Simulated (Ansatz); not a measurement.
MH4 with several metals: PBE0-D4/def2-SVP single points in Ansatz on relaxed structures, gas phase. Core potentials for Hf, Mo, Nb, Zr, no spin–orbit coupling. HOMO and LUMO are taken over both spins. Binding counts from free atoms in the multiplicity of their measured ground term, without zero-point energy. Singlets are spin-restricted. The structures are stationary points that may keep the symmetry of their start.

```tsv
species	atoms	state	geometry	HOMO (eV)	LUMO (eV)	gap (eV)	binding per atom (eV)	point group (within 0.1 Å)
HfH4	5	singlet	B3LYP-D4/def2-TZVP	-8.39	-2.06	6.33	2.43	Td
ZrH4	5	singlet	PBE-D4/def2-TZVP	-8.49	-2.42	6.07	2.44	Td
NbH4	5	doublet	r2SCAN-D4/def2-TZVP	-6.26	-3.34	2.93	2.22	D2d
TiH4	5	singlet	B3LYP-D4/def2-TZVP	-8.88	-2.85	6.03	2.03	Td
```

(1) Estimate the rows for MoH4 (triplet, r2SCAN-D4/def2-TZVP geometry); VH4 (doublet, PBE0-D4/def2-TZVP geometry).

(1) 
```
species  atoms    state             geometry  HOMO (eV)  LUMO (eV)  gap (eV)  binding per atom (eV)  point group (within 0.1 Å)
   MoH4      5  triplet  r2SCAN-D4/def2-TZVP      -7.28      -2.21      5.07                   2.00                          Td
    VH4      5  doublet    PBE0-D4/def2-TZVP      -8.10      -3.58      4.52                   1.85                         D2d
```

The gap (eV) runs from 2.93 (NbH4) to 6.33 (HfH4).
